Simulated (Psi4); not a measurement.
CH3AlBr2, singlet, geometry from GFN2-xTB (such geometries of metal compounds can be far from the true shape), atoms displaced at random by about 0.08 Å a coordinate; Psi4 with HF/STO-3G, gradient.

Input for Psi4:
```
memory 2 GB

molecule {
0 1
Al    0.57091856   -0.15996837    0.29689709
Br   -1.21910291   -1.47599736    0.31227518
Br    0.33647694    1.76351710   -0.89235159
C     2.06530385   -0.60339509    1.35370395
H     2.68816017    0.21088652    1.74386609
H     2.93756787   -0.98002857    0.77356547
H     1.94140411   -1.56238492    2.15217016
symmetry c1
no_reorient
no_com
}

set {
  basis sto-3g
}

gradient('scf')
print_variables()
```

What the program printed (banner, timings and long lists left out):

```
gradient() will perform analytic gradient computation.

   => Loading Basis Set <=

    Name: STO-3G
    Role: ORBITAL
    Keyword: BASIS

         ---------------------------------------------------------
                                   SCF
               by Justin Turney, Rob Parrish, Andy Simmonett
                          and Daniel G. A. Smith
                              RHF Reference
         ---------------------------------------------------------

  ==> Geometry <==

    Molecular point group: c1
    Full point group: C1

    Geometry (in Angstrom), charge = 0, multiplicity = 1:

       Center              X                  Y                   Z               Mass
    ------------   -----------------  -----------------  -----------------  -----------------
         AL           0.570918560000    -0.159968370000     0.296897090000    26.981538530000
         BR          -1.219102910000    -1.475997360000     0.312275180000    78.918337600000
         BR           0.336476940000     1.763517100000    -0.892351590000    78.918337600000
         C            2.065303850000    -0.603395090000     1.353703950000    12.000000000000
         H            2.688160170000     0.210886520000     1.743866090000     1.007825032230
         H            2.937567870000    -0.980028570000     0.773565470000     1.007825032230
         H            1.941404110000    -1.562384920000     2.152170160000     1.007825032230

  Running in c1 symmetry.

  Rotational constants: A =      0.10168  B =      0.02954  C =      0.02297 [cm^-1]
  Rotational constants: A =   3048.14104  B =    885.70131  C =    688.67067 [MHz]
  Nuclear repulsion =  512.403171554837627

  Charge       = 0
  Multiplicity = 1
  Electrons    = 92
  Nalpha       = 46
  Nbeta        = 46

  ==> Algorithm <==

  SCF Algorithm Type is DF.
  DIIS enabled.
  MOM disabled.
  Fractional occupation disabled.
  Guess Type is SAD.
  Energy threshold   = 1.00e-08
  Density threshold  = 1.00e-08
  Integral threshold = 1.00e-12

  ==> Primary Basis <==

  Basis Set: STO-3G
    Blend: STO-3G
    Number of shells: 27
    Number of basis functions: 53
    Number of Cartesian functions: 55
    Spherical Harmonics?: true
    Max angular momentum: 2

   => Loading Basis Set <=

    Name: (STO-3G AUX)
    Role: JKFIT
    Keyword: DF_BASIS_SCF

  ==> Integral Setup <==

  SCF_SUBTYPE=INCORE selected. In-core MEM_DF algorithm will be used.
  Using in-core AOs.

  ==> MemDFJK: Density-Fitted J/K Matrices <==

    J tasked:                   Yes
    K tasked:                   Yes
    wK tasked:                   No
    Algorithm:                 Core
    Schwarz Cutoff:           1E-12
    Mask sparsity (%):      18.0847
    Fitting Condition:        1E-10

   => Auxiliary Basis Set <=

  Basis Set: (STO-3G AUX)
    Blend: DEF2-UNIVERSAL-JKFIT
    Number of shells: 201
    Number of basis functions: 789
    Number of Cartesian functions: 1046
    Spherical Harmonics?: true
    Max angular momentum: 5

  Minimum eigenvalue in the overlap matrix is 2.4994937049E-01.
  Reciprocal condition number of the overlap matrix is 1.1124167415E-01.
    Using symmetric orthogonalization.

  ==> Pre-Iterations <==

  SCF Guess: Superposition of Atomic Densities via on-the-fly atomic UHF (no occupation information).

   -------------------------
    Irrep   Nso     Nmo
   -------------------------
     A         53      53
   -------------------------
    Total      53      53
   -------------------------

  ==> Iterations <==

                           Total Energy        Delta E     RMS |[F,P]|

   @DF-RHF iter SAD: -5362.91985783470682   -5.36292e+03   0.00000e+00
   @DF-RHF iter   1: -5367.51275124107724   -4.59289e+00   6.48875e-03 DIIS/ADIIS
   @DF-RHF iter   2: -5367.64515810297235   -1.32407e-01   1.30736e-03 DIIS/ADIIS
   @DF-RHF iter   3: -5367.64862802122298   -3.46992e-03   2.39983e-04 DIIS/ADIIS
   @DF-RHF iter   4: -5367.64890916735476   -2.81146e-04   4.45924e-05 DIIS
   @DF-RHF iter   5: -5367.64892185707777   -1.26897e-05   8.48765e-06 DIIS
   @DF-RHF iter   6: -5367.64892228513600   -4.28058e-07   2.15979e-06 DIIS
   @DF-RHF iter   7: -5367.64892230179248   -1.66565e-08   3.17802e-07 DIIS
   @DF-RHF iter   8: -5367.64892230229361   -5.01132e-10   5.21942e-08 DIIS
   @DF-RHF iter   9: -5367.64892230230362   -1.00044e-11   9.29492e-09 DIIS
  Energy and wave function converged.

  ==> Post-Iterations <==

    Orbital Energies [Eh]
    ---------------------

    Doubly Occupied:

       1A   -484.409922     2A   -484.405342     3A    -63.139041
       4A    -63.134551     5A    -57.914539     6A    -57.688163
       7A    -57.686742     8A    -57.686606     9A    -57.683724
      10A    -57.682239    11A    -57.682129    12A    -10.992834
      13A     -9.092624    14A     -9.088415    15A     -6.842262
      16A     -6.838012    17A     -6.833280    18A     -6.832502
      19A     -6.829030    20A     -6.828393    21A     -4.833850
      22A     -3.062414    23A     -3.061264    24A     -3.060837
      25A     -2.197157    26A     -2.194386    27A     -2.193712
      28A     -2.192928    29A     -2.190157    30A     -2.189568
      31A     -2.185395    32A     -2.185380    33A     -2.181116
      34A     -2.181105    35A     -0.892467    36A     -0.857615
      37A     -0.836131    38A     -0.514404    39A     -0.491600
      40A     -0.468659    41A     -0.387297    42A     -0.353157
      43A     -0.325327    44A     -0.307477    45A     -0.305711
      46A     -0.300039

    Virtual:

      47A      0.259259    48A      0.299059    49A      0.461884
      50A      0.571780    51A      0.643670    52A      0.673970
      53A      0.781439

    Final Occupation by Irrep:
              A
    DOCC [    46 ]
    NA   [    46 ]
    NB   [    46 ]

  @DF-RHF Final Energy: -5367.64892230230362

   => Energetics <=

    Nuclear Repulsion Energy =            512.4031715548376269
    One-Electron Energy =               -8537.6251865728336270
    Two-Electron Energy =                2657.5730927156923826
    Total Energy =                      -5367.6489223023036175

Computation Completed

Properties will be evaluated at   0.000000,   0.000000,   0.000000 [a0]

Properties computed using the SCF density matrix

 Multipole Moments:

 ------------------------------------------------------------------------------------
     Multipole            Electronic (a.u.)      Nuclear  (a.u.)        Total (a.u.)
 ------------------------------------------------------------------------------------

 L = 1.  Multiply by 2.5417464519 to convert [e a0] to [Debye]
 Dipole X            :          7.6342372           -6.6348519            0.9993853
 Dipole Y            :         -4.1311487            3.8393652           -0.2917835
 Dipole Z            :          7.3064390           -6.8997430            0.4066960
 Magnitude           :                                                    1.1177255

 ------------------------------------------------------------------------------------

         ------------------------------------------------------------
                                   SCF GRAD
                          Rob Parrish, Justin Turney,
                       Andy Simmonett, and Alex Sokolov
         ------------------------------------------------------------

  ==> Geometry <==

    Molecular point group: c1
    Full point group: C1

    Geometry (in Angstrom), charge = 0, multiplicity = 1:

       Center              X                  Y                   Z               Mass
    ------------   -----------------  -----------------  -----------------  -----------------
         AL           0.570918560000    -0.159968370000     0.296897090000    26.981538530000
         BR          -1.219102910000    -1.475997360000     0.312275180000    78.918337600000
         BR           0.336476940000     1.763517100000    -0.892351590000    78.918337600000
         C            2.065303850000    -0.603395090000     1.353703950000    12.000000000000
         H            2.688160170000     0.210886520000     1.743866090000     1.007825032230
         H            2.937567870000    -0.980028570000     0.773565470000     1.007825032230
         H            1.941404110000    -1.562384920000     2.152170160000     1.007825032230

  Nuclear repulsion =  512.403171554837627

  ==> Basis Set <==

  Basis Set: STO-3G
    Blend: STO-3G
    Number of shells: 27
    Number of basis functions: 53
    Number of Cartesian functions: 55
    Spherical Harmonics?: true
    Max angular momentum: 2

  ==> DFJKGrad: Density-Fitted SCF Gradients <==

    Gradient:                    1
    J tasked:                  Yes
    K tasked:                  Yes
    wK tasked:                  No
    Integrals threads:           1
    Schwarz Cutoff:          1E-12
    Fitting Condition:       1E-10

   => Auxiliary Basis Set <=

  Basis Set: (STO-3G AUX)
    Blend: DEF2-UNIVERSAL-JKFIT
    Number of shells: 201
    Number of basis functions: 789
    Number of Cartesian functions: 1046
    Spherical Harmonics?: true
    Max angular momentum: 5

  -Total Gradient:
     Atom            X                  Y                   Z
    ------   -----------------  -----------------  -----------------
       1        0.020567466217    -0.018339740591     0.010162046952
       2       -0.013434538192    -0.008193055559     0.001181687713
       3       -0.007157023826     0.029470929756    -0.018014416124
       4       -0.064189648306     0.082907803468    -0.037432564224
       5        0.033836102627    -0.004087881932    -0.025930062687
       6        0.031721139001     0.009884863112     0.014864711606
       7       -0.001343497506    -0.091642917409     0.055168596989

  Variable Map:
  ----------------------------------------------------------------------------
  "CURRENT ENERGY"           =>   -5367.648922302304
  "CURRENT REFERENCE ENERGY" =>   -5367.648922302304
  "DD SOLVATION ENERGY"      =>       0.000000000000
  "HF KINETIC ENERGY"        =>    5364.300698165147
  "HF POTENTIAL ENERGY"      =>  -10731.949620467451
  "HF TOTAL ENERGY"          =>   -5367.648922302304
  "HF VIRIAL RATIO"          =>       2.000624167869
  "NUCLEAR REPULSION ENERGY" =>     512.403171554838
  "ONE-ELECTRON ENERGY"      =>   -8537.625186572834
  "PCM POLARIZATION ENERGY"  =>       0.000000000000
  "PE ENERGY"                =>       0.000000000000
  "SCF ITERATION ENERGY"     =>   -5367.648922302304
  "SCF ITERATIONS"           =>       9.000000000000
  "SCF TOTAL ENERGY"         =>   -5367.648922302304
  "TWO-ELECTRON ENERGY"      =>    2657.573092715692

  Array Variable Map:
  ----------------------------------------------------------------------------
  "CURRENT DIPOLE"           =>       0.999385281833 ... 0.406696018460 1 by 3
  "CURRENT GRADIENT"         =>       0.020567466217 ... 0.055168596989 7 by 3
  "HF TOTAL GRADIENT"        =>       0.020567466217 ... 0.055168596989 7 by 3
  "SCF DIPOLE"               =>       0.999385281833 ... 0.406696018460 1 by 3
  "SCF TOTAL ENERGIES"       =>   -5362.919857834707 ... -5367.648922302304 1 by 10
  "SCF TOTAL GRADIENT"       =>       0.020567466217 ... 0.055168596989 7 by 3
```
